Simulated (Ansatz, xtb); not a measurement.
A geometry optimisation of FHOSi3 with r2SCAN-D4/def2-SVP

The starting geometry of this gas-phase singlet was built from a drawn formula by distance geometry and a force field; its bonds are those of `O=[Si]1[SiH]=[Si]1F`.

```xyz
6

F    -2.1116    2.7900    0.9069
O    -3.3735    1.0409   -3.5495
Si   -2.2565    1.5286   -2.5773
Si   -0.2032    1.8726   -2.0950
Si   -1.6667    2.2507   -0.6757
H     1.1930    1.8621   -2.5462
```

Problem. Predict what it relaxes into with r2SCAN-D4/def2-SVP.

Solution. It keeps its bonds, and is `O=[Si]1[SiH]=[Si]1F`.

The energy falls by 0.57 eV over 6 steps:

```
step  E − E(last) (eV)
   1             0.575
   2             0.096
   3             0.011
   4             0.001
   5             0.000
   6             0.000
```

Final geometry (Å):

```xyz
6

F    -1.9791    2.8004    0.9127
O    -3.4100    1.0070   -3.6545
Si   -2.3683    1.4823   -2.6258
Si   -0.1839    1.8965   -2.0702
Si   -1.7335    2.2787   -0.6017
H     1.2564    1.8800   -2.4973
```

From the same start GFN2-xTB ends elsewhere, differing in Si3–Si5 (3.28 against 2.27 Å here).

The end wasn't checked by frequencies. Run with Ansatz 0.2.0, 14 s on 1 thread of Intel(R) Xeon(R) 6975P-C (Granite Rapids) (shared host).
